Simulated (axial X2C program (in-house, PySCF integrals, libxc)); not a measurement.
## InC along the bond: PBE0, spin-free

Computed with an in-house all-electron X2C program for linear molecules (integrals from PySCF). Spin-free means the one-electron spin-free X2C Hamiltonian. Basis: In dyall-cv3z [11s12p9d4f1g], C dyall-v3z [7s6p2d1f] (cores contracted in-house); Gaussian nuclei, density fitting, unrestricted open shells. Masses: In 114.904 u, C 12.000 u.

State: M_S = 3/2, Λ = 0 (beyond evenly filled blocks: σα, π+α, π-α). Dipoles are positive if C is the positive end.

Results along the bond:

| R (Å) | μ (D) | HOMO (eV) | LUMO (eV) | ⟨S²⟩ |
| --- | --- | --- | --- | --- |
| 1.922 | -1.784 | -6.06 | -2.70 | 3.756 |
| 2.010 | -2.060 | -6.11 | -2.56 | 3.756 |
| 2.076 | -2.291 | -6.13 | -2.47 | 3.756 |
| 2.143 | -2.540 | -6.14 | -2.39 | 3.756 |
| 2.209 | -2.804 | -6.14 | -2.33 | 3.756 |
| 2.286 | -3.123 | -6.12 | -2.27 | 3.755 |
| 2.364 | -3.452 | -6.09 | -2.23 | 3.755 |
| 2.463 | -3.878 | -5.97 | -2.21 | 3.755 |
| 2.584 | -4.394 | -5.76 | -2.21 | 3.755 |
| 2.761 | -5.109 | -5.49 | -2.25 | 3.754 |

One determinant describes the state; a PBE0 search over occupations chose it and may have missed a lower one.
